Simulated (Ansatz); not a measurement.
Reaction (ligand exchange at a P–C bond): `CC(C)(C)P` + `N[SiH2]F` → `F[SiH2]NP` + `CC(C)C`

Computed with Ansatz on PBE0-D4/def2-TZVP structures; ΔE is electronic, products minus reactants. CCSD(T)/CBS adds triple-zeta CCSD(T) − MP2 to the extrapolated MP2 energy (def2 sets, frozen cores). Functionals use def2-TZVPP. One conformer a species, not always the lowest.

`CC(C)(C)P`:

Cartesian coordinates in Å:
```
C -0.574 -1.005 0.810
C 0.026 0.103 -0.046
C -0.320 -0.125 -1.515
C 1.542 0.136 0.129
P -0.619 1.799 0.415
H -1.660 -1.045 0.705
H -0.170 -1.978 0.507
H -0.342 -0.860 1.868
H 0.097 0.659 -2.152
H -1.402 -0.149 -1.672
H 0.087 -1.084 -1.851
H 1.822 0.304 1.172
H 1.999 0.925 -0.475
H 1.976 -0.820 -0.182
H -2.000 1.463 0.462
H -0.461 1.678 1.823
```

`N[SiH2]F`:

```xyz
7

N    -0.141    0.781   -0.684
Si    0.030   -0.554    0.347
F     0.800   -0.244    1.721
H    -0.831    1.494   -0.522
H     0.620    1.118   -1.250
H     0.841   -1.578   -0.348
H    -1.320   -1.017    0.736
```

`F[SiH2]NP`:

Z-matrix (Å, degrees):
```
Si
N 1 1.708
F 1 1.600 2 112.3
H 1 1.478 2 109.0 3 117.1
H 1 1.481 2 108.5 3 -118.2
P 2 1.716 1 127.8 3 -74.3
H 2 1.008 1 118.8 3 95.9
H 6 1.422 2 99.4 1 -49.7
H 6 1.424 2 100.9 1 44.8
```

`CC(C)C`:

```xyz
14

C     0.805   -0.562   -1.066
C     0.266    0.297    0.069
C     0.130   -0.515    1.348
C    -1.061    0.936   -0.315
H     0.934    0.021   -1.982
H     1.772   -1.003   -0.809
H     0.115   -1.382   -1.289
H     0.988    1.103    0.255
H    -0.583   -1.334    1.211
H    -0.230    0.103    2.176
H     1.086   -0.953    1.647
H    -1.440    1.578    0.484
H    -1.816    0.168   -0.510
H    -0.964    1.544   -1.218
```

CCSD(T)/CBS gives -4.8 kJ/mol.

Q: Another level gave -7.3 kJ/mol. Which?
A. BHLYP/def2-TZVPP
B. revPBE-D4/def2-TZVPP
C. LC-ωPBE/def2-TZVPP
D. r2SCANh-D4/def2-TZVPP

A: D. r2SCANh-D4 -7.3, BHLYP -21.8, LC-ωPBE -11.4, revPBE-D4 -1.6 kJ/mol.

Largest T1 diagnostic among the species: 0.012.

Leaving LDA and LC-ωPBE aside and taking each functional with its dispersion term where it has one, the values, not all of them listed here, spread over 14.8 kJ/mol, from BHLYP-D4 to revPBE-D4. LDA lies +9.7 kJ/mol from PBE without D4. In def2-TZVPP, CCSD(T) changes the Hartree–Fock value by +25.1 kJ/mol (the triples alone add +4.2 kJ/mol) and MP2 by +30.1 kJ/mol. The D4 term adds +7.7 kJ/mol with B3LYP and +4.2 kJ/mol with PBE0; it sums over pairs of atoms, weighted by their polarisabilities, and B3LYP, whose exchange is more repulsive, gets the larger term.

CCSD(T)/CBS has its own doubt, a few kJ/mol and more with outer-core shells, so smaller differences from it don't rank the levels.

B3LYP here is the variant with VWN-RPA as its local correlation; programs differ in this.
